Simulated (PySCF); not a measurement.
NMR data simulated for an unnamed compound:

1H NMR (400 MHz, computed): δ 11.17 (s, 1H), 8.97 (m, 2H), 3.05 (s, 6H).

13C{1H} NMR (computed): δ 198.5 (CH), 165.7 (CH), 152.9 (C), 131.6 (C), 29.6 (CH3).

[PySCF 2.14: GFN2-xTB structure; shielding tensors at PBE0/pcSseg-1 (GIAO); one averaged value for each set of equivalent atoms; one computed conformer; relativity neglected; no solvent]

Chemical shifts δ = σref − σ; 1H and 13C vs TMS, all at this level.

Q: Which of these does the molecule contain: a carboxylic acid, an aldehyde, an amide, an N-methyl group?

A: 
- A carboxylic acid: no.
- An aldehyde: yes (δC 198.5; δH 11.17 (s)).
- An amide: no.
- An N-methyl group: no.

The data belong to SMILES Cc1cpcc(C)c1C=O, C₈H₉OP; they needn't prove each group on their own.

Carbon signals by region: 2 in the far downfield region (above 160 ppm), 2 in the sp2 and nitrile region (100–160 ppm), 1 below 50 ppm. Above 160 ppm: 198.5, aldehyde carbonyl carbon, 165.7, aromatic CH.

Splittings by 31P in the carbon and heteronuclear signals aren't shown, as no couplings were computed. Shifts are as computed. Against solution values, carbons near 30 ppm lie about +3 ppm off and those near 130 ppm about +5 ppm. Of 1211 compounds with measured shifts, 218 miss one by over three times the rms of a fit or turn the order of signals round; such compounds aren't used in these exercises. Multiplicities follow the n + 1 count of equivalent neighbours, as no J values were calculated; m marks all less simple cases, F and P coupling included.
